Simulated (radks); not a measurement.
The numbers below are computed, except where a source is named.
Question: Ti2+, 20 electrons, occupied as [Ne] 3s(up 1, down 0) 3p6 3d2 4s1 (not the ground configuration). Level of theory: non-relativistic Kohn-Sham, TPSS, spin-polarised, spherical densities, point nucleus; open shells are filled with parallel spins first; meta-GGA in the generalised Kohn-Sham scheme (a radial shooting solver on a logarithmic mesh with Libxc functionals). Some entries of the table are withheld. Estimate them.

orbital,occ.,eigenvalue (Ry),<r> (bohr),r(max) (bohr)
1s up,1,-358.4135,0.07011,0.04613
1s down,1,-358.3770,0.07011,0.04613
2s up,1,-41.16692,0.3271,0.2707
2s down,1,-41.07864,0.3267,0.2707
2p up,3,-34.63155,(1),0.2202
2p down,3,-34.55232,(2),0.2201
3s up,1,-6.46658,0.9950,0.8669
3s down,0,-6.14133,1.001,0.8691
3p up,3,(3),1.054,0.8898
3p down,3,(4),1.063,0.8933
3d up,2,-2.02460,(5),0.9065
3d down,0,-1.75344,(6),0.9185
4s up,1,-1.45159,2.753,2.471

Answer: 
(1) 2p up <r> (bohr): 0.2908
(2) 2p down <r> (bohr): 0.2904
(3) 3p up eigenvalue (Ry): -4.71175
(4) 3p down eigenvalue (Ry): -4.40221
(5) 3d up <r> (bohr): 1.261
(6) 3d down <r> (bohr): 1.299
